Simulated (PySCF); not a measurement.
**Electronic absorption of C4H11ClOSi2**

C4H11ClOSi2.
SMILES: `[SiH3]O[Si@@H](Cl)CC1CC1`

Computed with TDDFT CAM-B3LYP/def2-SVPD, vertical, gas phase, core orbitals frozen in the response in PySCF 2.14.0, density-fitted response routines. The structure is a single PBE0-D3(BJ)/def2-SVP conformer in the gas phase; no vibrational or solvent corrections. Torsions of this conformer, `[SiH3:1][O:2][Si@@H:3]([Cl:4])[CH2:5][CH:6]1[CH2:7][CH2:8]1`: Si1–O2–Si3–Cl4 -15°, O2–Si3–C5–C6 -179°, Si3–C5–C6–C7 -155°.

**Question.** What does the calculation give for the low-lying excited states?

**Answer.** 

| state | E (eV) | ν̃ (cm⁻¹) | f | main configurations (H = HOMO, L = LUMO) |
| --- | --- | --- | --- | --- |
| S1 | 7.34 | 59230 | 0.0070 | H→L (58%), H-2→L (11%) |
| S2 | 7.61 | 61380 | 0.0065 | H→L+1 (38%), H→L+2 (20%), H→L+3 (14%) |
| S3 | 7.73 | 62350 | 0.015 | H→L+2 (48%), H→L+3 (24%) |
| S4 | 7.89 | 63660 | 0.0020 | H-3→L (51%), H-5→L (22%), H-2→L (11%) |
| S5 | 8.04 | 64830 | 0.0056 | H-4→L (26%), H→L+5 (23%), H→L (8%) |
| S6 | 8.12 | 65510 | 0.0017 | H→L+5 (32%), H→L+3 (14%) |
| S7 | 8.16 | 65840 | 0.025 | H→L+4 (73%) |
| S8 | 8.29 | 66820 | 0.0083 | H-1→L+3 (41%), H-1→L+2 (20%), H-1→L+1 (12%) |
| S9 | 8.39 | 67660 | 0.010 | H→L+6 (42%), H→L+3 (12%) |
| S10 | 8.50 | 68540 | 0.069 | H-1→L+2 (17%), H-3→L+1 (17%), H-5→L+2 (8%) |

Triplets, Tamm–Dancoff:

| state | E (eV) | λ (nm) | main configurations (H = HOMO, L = LUMO) |
| --- | --- | --- | --- |
| T1 | 7.06 | 175.7 | H→L (42%), H-2→L (14%), H-4→L (10%) |
| T2 | 7.32 | 169.3 | H→L+1 (25%), H→L+2 (21%), H→L+3 (8%) |
| T3 | 7.47 | 165.9 | H-3→L (46%), H-5→L (24%), H-2→L (9%) |
| T4 | 7.55 | 164.2 | H→L+2 (35%), H→L+3 (27%), H→L+1 (9%) |

The lowest singlet comes at 169 nm (709 kJ/mol) in the vacuum ultraviolet; it is weak; its leading configuration is HOMO→LUMO (58%). The strongest level in the table is S10 at 8.50 eV (146 nm, f = 0.069). It is the last of those listed, so stronger ones may follow. Löwdin shares by element: HOMO carbon 53% or more, silicon 10% or more (atoms not listed hold the other 37%); LUMO silicon 43%, oxygen 12%, hydrogen 9% or more (atoms not listed hold the other 35%). Orbital energies (eV): HOMO-3 -10.47, HOMO-2 -10.35, HOMO-1 -9.90, HOMO -9.16, LUMO 0.89, LUMO+1 1.20, LUMO+2 1.48. Weighted by f, the mean energy of these states is 8.22 eV. The listed states span 1.15 eV, and the widest gap between neighbours is 0.27 eV (S1 to S2). No computed singlet lies in the visible range (380 to 750 nm); the lowest, at 169 nm, stands 4.08 eV above its violet end (3.26 eV). All these states lie below the vertical ionisation energy of 9.81 eV (ΔSCF). Only the lowest 10 singlets were computed, as vertical energies without vibronic structure.

Hardware: one thread of an Intel Xeon 6975P-C, no GPU, on a shared host. Cost: 6.7 min wall (grids of density and orbitals included), 1.3 GiB resident at most.
